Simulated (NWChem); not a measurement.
System: CH$_{5}$GaO$_{2}$; SMILES [OH][Ga]([OH])[CH3]

```xyz
9

Ga     0.0005     0.0017     0.0007
C      0.1350    -1.9416    -0.0003
H      0.6028    -2.2962    -0.9309
H     -0.8701    -2.3791     0.0777
H      0.7443    -2.2955     0.8444
O     -1.5887     0.8064    -0.0002
H     -1.5230     1.7671    -0.0042
O      1.3382     1.1914    -0.0006
H      2.2243     0.8180     0.0005
```
Atoms are numbered in this order, from 1.

Program: NWChem. Medium grid unless said otherwise, to which SCAN and Minnesota functionals are sensitive. Structure relaxed at the PBE0/def2-SVP level.

Q: Order these by “orbital gap (eV)”, lowest first: PBE/def2-SVP; B3PW91/def2-SVP; MPW1K/def2-SVP; MN15-L/def2-SVP; r2SCAN0/def2-SVP.

A: PBE/def2-SVP (5.63), MN15-L/def2-SVP (6.76), B3PW91/def2-SVP (7.85), r2SCAN0/def2-SVP (8.84), MPW1K/def2-SVP (10.18)
